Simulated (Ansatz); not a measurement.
**Which method gave which barrier?**

Saddle point of Si2H8OF2, singlet (Si₂H₆O ([SiH3][O][SiH3]) + HF + HF → Si₂H₅OF ([F][SiH2][O][SiH3]) + HF + H₂; bonds formed: Si1–F8, H2–H9, H7–F10; bonds broken: Si1–H2, H7–F8, H9–F10), PBE0-D4/def2-TZVP structure:

Si1  (-0.021, 0.360, 0.953)
H2  (0.005, -1.135, 0.191)
O3  (-0.980, 0.791, -0.330)
Si4  (-0.955, 1.074, -1.941)
H5  (1.194, 1.163, 0.717)
H6  (-0.990, 0.527, 2.045)
H7  (1.418, -1.571, 1.822)
F8  (1.019, -0.559, 2.264)
H9  (0.651, -1.724, 0.486)
F10  (1.509, -2.393, 1.094)
H11  (0.257, 1.850, -2.315)
H12  (-2.172, 1.837, -2.307)
H13  (-0.937, -0.220, -2.677)
(Å)

Computed with Ansatz 0.2.0 (basis: def2-TZVPP, with def2-QZVPP for the basis limit); correlated methods freeze the cores. Extrapolation: Hartree–Fock as exp(−7.88 √X), correlation as X^−2.97. Four methods, as single points on the PBE0-D4 structures, gave these electronic barriers from the start structure: 18.25, 20.52, 28.14, 48.64 kcal/mol.

Question: The methods were, in alphabetical order, HF, MP2, PBE-D4, r2SCAN-D4. Which gave which? (Judge from chemistry; the calculation decides.)

Answer: Computed: PBE-D4 18.25; r2SCAN-D4 20.52; MP2 28.14; HF 48.64 kcal/mol. For comparison, CCSD(T) at an estimated basis limit (MP2 extrapolated from triple and quadruple zeta, plus CCSD(T) − MP2 in triple zeta) gives 29.89 kcal/mol.

No T1 diagnostic of these runs exceeds 0.013.

Labels in which every atom is bracketed show which atoms are joined, not bond orders.

For scale, one of the runs: CCSD(T)/def2-TZVPP, 289 basis functions, launched by `ansatz run in.yaml --threads 8 --pin off --events-out ev --progress --plain --max-ram 19148MiB`. Hardware: 8 CPU threads of an Arm Neoverse V2, shared host. Wall time 3 min; peak host memory 9.1 GiB.
